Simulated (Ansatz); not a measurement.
Basis-set extrapolation for C2H6BFO2 (PBE0-D4/def2-TZVP geometry, frozen core, Ansatz 0.2.0). Multiplicity 1, RHF reference.

```
                      def2-TZVPP   def2-QZVPP
                 HF  -353.188574  -353.204889
    MP2 correlation    -1.165129    -1.255744
CCSD(T) correlation    -1.243667      not run
```

Energies in hartree. Use E(X) = E(∞) + A·exp(−7.88·√X) for Hartree–Fock and E(X) = E(∞) + B·X^(−2.97) for correlation, with X = 3 and 4, and add CCSD(T) minus MP2 of the smaller set to the MP2 limit.

**Question.** What is the CCSD(T) energy at the basis-set limit?

**Answer.** HF limit: -353.204889 + (-0.016315) × 0.13774 = -353.20714. MP2 limit: -1.255744 + (-0.090615) × 0.74074 = -1.32287. Higher-order term: -1.243667 − (-1.165129) = -0.07854. Total: -354.60855 hartree, 110.6 kcal/mol below CCSD(T)/def2-TZVPP.
